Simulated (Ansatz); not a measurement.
`C[BH][AlH][OH]` + `CNC` → `CBN(C)C` + `[OH][AlH2]` at 400 K and 1 bar (cleavage of the B–Al bond).

Program: Ansatz. Geometries: PBE0-D4/def2-TZVP. ΔE: electronic, gas phase. CCSD(T)/CBS is the MP2 limit (def2-TZVPP, def2-QZVPP) plus CCSD(T) − MP2 in def2-TZVPP, frozen cores. This one scheme is used for every species. Each species was taken in one conformer, which may not be the lowest.

```
         species  CCSD(T)/CBS energy (Eh)  H − E (kJ/mol)  S (J/(mol·K))
`C[BH][AlH][OH]`               -383.66926           212.8          376.3
           `CNC`               -135.00321           264.6          293.2
       `CBN(C)C`               -199.71235           383.5          373.5
    `[OH][AlH2]`               -319.03157            88.7          271.1
```

H − E and S are ideal-gas, rigid-rotor, harmonic terms from PBE0-D4/def2-TZVP, for one conformer and one mirror image of each species. 1 Eh = 2625.50 kJ/mol, R = 8.31446 J/(mol·K).

By hand: ΔE, ΔH, ΔS and ΔG.

ΔE = (-199.71235) + (-319.03157) − (-383.66926) − (-135.00321) = -0.07145 Eh = -187.6 kJ/mol. Δ(H − E) = 383.5 + 88.7 − 212.8 − 264.6 = -5.2, so ΔH = -192.8 kJ/mol. ΔS = 373.5 + 271.1 − 376.3 − 293.2 = -24.9 J/(mol·K). ΔG = -192.8 − 400 × (-24.9)/1000 = -182.8 kJ/mol.

By hand: the equilibrium constant, and the temperature at which ΔG would vanish if ΔH and ΔS stayed fixed.

log₁₀ K = −ΔG/(RT ln 10) = 23.9. ΔG = 0 at ΔH/ΔS = 7743 K, far beyond where these terms or the molecules hold.

ΔH outweighs TΔS. A doubt of 5 kJ/mol in ΔE shifts log₁₀ K by 0.7 here. Other conformers and mirror images would add mixing entropy, several J/(mol·K) or more a flexible species. Modes under 60 cm⁻¹, often nearly free rotors, make the harmonic entropy too high. These are equilibria of isolated gas molecules and say nothing of rates. Largest T1 diagnostic: 0.012 (customary marks: 0.02 for closed shells, 0.045 for open ones).
